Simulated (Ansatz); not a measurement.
Cartesian coordinates (Å):
```xyz
5

N      1.8994     0.0096    -0.1190
C      0.7569    -0.0223     0.0462
N     -0.5584    -0.0869     0.2888
H     -1.0849    -0.6954    -0.3206
H     -1.0117     0.7959     0.4727
```
Charge 0, spin multiplicity 1.

These are frozen-core CCSD(T)/cc-pVQZ // B3LYP-D3(BJ)/def2-TZVP run with Ansatz (an electronic-structure program) values and carry that method's errors.

```
Quantity                       Result
----------------------  -------------
HF energy               -147.97801 Ha
MP2 correlation energy    -0.58684 Ha
```

### Question
Estimate the CCSD correlation energy, the (T) correction, the total energy and the T1 diagnostic.

### Answer

```yaml
CCSD correlation energy: -0.58763 Ha
"(T) correction": -0.02895 Ha
CCSD(T) total energy: -148.59459 Ha
T1 diagnostic: 0.014
```
